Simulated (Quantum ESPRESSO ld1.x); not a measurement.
The numbers below are computed, except where a source is named.
Question: Tl2+, configuration [Xe] 4f14 5d10 6s0.5 6p0.5 (fractional occupations, a model configuration). Code: ld1.x of Quantum ESPRESSO 7.5. Model: scalar-relativistic Kohn-Sham, PBE, spin-unpolarised, spherical densities, point nucleus. Some entries of the table are withheld. Estimate them.

orbital  occ.  eigenvalue (hartree)  <r> (bohr)  <r^2> (bohr^2)
1s          2              -3147.86     0.01631       0.0003685
2s          2              -561.029     0.06873        0.005602
2p          6                   (1)     0.06235        0.004755
3s          2              -134.439      0.1775         0.03606
3p          6              -111.851      0.1793         0.03727
3d         10              -88.4790      0.1624         0.03088
4s          2              -30.5433      0.3916          0.1730
4p          6              -23.1410      0.4176          0.1981
4d         10              -14.4726      0.4398             (2)
5s          2              -5.50488         (3)          0.8623
4f         14              -4.88104      0.4676          0.2629
5p          6              -3.48768       1.007           1.144
5d         10              -1.24907       1.357           2.144
6s        0.5              -0.95338         (4)           5.748
6p        0.5              -0.60580       2.898           9.459

Answer: 
(1) 2p eigenvalue (hartree): -482.528
(2) 4d <r^2> (bohr^2): 0.2232
(3) 5s <r> (bohr): 0.8771
(4) 6s <r> (bohr): 2.262
